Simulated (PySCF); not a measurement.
Symmetry of computed structures. Method: PBE0-D3(BJ)/def2-SVP geometry optimisation, gas phase in PySCF. The symmetry is that of the one conformer found, every atom within 0.08 Å of its image; none is proved a minimum here. Atoms past krypton carry def2 core potentials. The geometries of the anions come from a basis without diffuse functions.

(1) Point group, rotor type and polarity of `[Cu][Cu]`?

(2) Point group, rotor type and polarity of AlH2(CCH), `[H][Al]([H])[C]#C`?

(3) `[O:1]=[CH:2]/[CH:3]=[C:4]([SiH3:5])\[CH:6]=[CH:7]/[O-:8]` (charge -1) with O1–C2–C3–C4 180°, C3–C4–C6–C7 180°, H–Si5–C4–C3 0° (nearest H): symmetry, top, dipole?

(4) What symmetry has [MoS4]2-, `[S]=[Mo-2](=[S])(=[S])=[S]`?

(5) What symmetry has `[CH3:1][N:2]([CH3:3])[Si:4][F:5]` (triplet state) with C1–N2–Si4–F5 97°, H–C1–N2–C3 -58° (nearest H), H–C3–N2–C1 58° (nearest H)?

(6) What symmetry has `[CH2:1]=[CH:2][B:3]([F:4])[F:5]`?

Results:

(1) D∞h; linear; symmetry number 2; dipole forbidden by symmetry (computed 0.00 D).

(2) C2v; near-prolate asymmetric top; symmetry number 2; 4 operations, which sort the 6 atoms into 5 sets; dipole 0.64 D, along a, the twofold axis; A, B, C = 130421, 4732, 4566 MHz.

(3) Cs; asymmetric top; symmetry number 1; 2 operations, which sort the 15 atoms into 14 sets; dipole about the centre of mass 2.77 D, in the ab plane, which is the mirror; heavy atoms equivalent by symmetry: none.

(4) Td; spherical top; symmetry number 12; 24 operations, which sort the 5 atoms into 2 sets; dipole about the centre of mass forbidden by symmetry (computed 0.03 D).

(5) Cs; asymmetric top; symmetry number 1; 2 operations, which sort the 11 atoms into 7 sets; dipole 2.96 D, in the ac plane, which is the mirror; A, B, C = 7320, 2429, 2107 MHz; heavy atoms equivalent by symmetry: C1/C3.

(6) Cs; asymmetric top; symmetry number 1; 2 operations, which sort the 8 atoms into 8 sets; dipole 1.95 D, in the ab plane, which is the mirror; A, B, C = 9659, 3845, 2750 MHz; heavy atoms equivalent by symmetry: none.
